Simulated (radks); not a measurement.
Question: Radial electron density D(r) = 4 pi r^2 rho(r) of an atom or ion with 27 electrons. Method: Dirac Kohn-Sham, LDA (Slater exchange, Perdew-Wang correlation), spin-unpolarised, spherical densities, point nucleus; computed with a radial shooting solver on a logarithmic mesh with Libxc functionals.

```
   r/bohr * D(r) (the largest magnitude, 41.5, reaches the edge; | marks zero)
 0.003444 |  *
 0.003977 |   *
  0.00463 |     *
 0.005348 |      *
 0.006176 |        *
 0.007132 |          *
 0.008237 |             *
 0.009513 |                *
  0.01099 |                    *
  0.01269 |                        *
  0.01465 |                            *
  0.01692 |                                *
  0.01954 |                                     *
  0.02257 |                                         *
  0.02628 |                                             *
  0.03035 |                                               *
  0.03505 |                                                *
  0.04047 |                                               *
  0.04674 |                                             *
  0.05398 |                                          *
  0.06234 |                                       *
    0.072 |                                      *
  0.08315 |                                      *
  0.09603 |                                         *
   0.1109 |                                              *
   0.1281 |                                                   *
   0.1479 |                                                      *
   0.1722 |                                                      *
   0.1989 |                                                  *
   0.2297 |                                          *
   0.2652 |                                  *
   0.3063 |                            *
   0.3538 |                         *
   0.4086 |                          *
   0.4718 |                             *
   0.5449 |                               *
   0.6293 |                              *
   0.7268 |                          *
   0.8394 |                    *
   0.9694 |              *
    1.128 |        *
    1.303 |    *
    1.505 |  *
    1.738 |*
    2.007 |*
    2.318 *
    2.677 *
    3.092 *
    3.571 *
    4.124 *
    4.763 *
    5.501 *
    6.404 *
    7.396 *
    8.541 *
    9.864 *
    11.39 *
```

What is the nuclear charge?

Answer: Z = 30. The innermost maximum, from 1s, lies near gamma/Z bohr with gamma = sqrt(1 - (Z/c)^2) = 0.976, here 0.0325 bohr (found: 0.0353), and its height grows with Z. The density is that of the zinc ion Zn3+ in [Ne] 3s2 3p5.5 3d9 4f0.5; the configuration itself is not fixed sharply by these data, and Z only to about a unit. D(r) has 4 maxima, at r = 0.0353, 0.160, 0.563, 4.26 bohr, and minima at 0.0755, 0.362, 2.95 bohr, inside which lie 2.11, 10.98, 26.55 electrons.
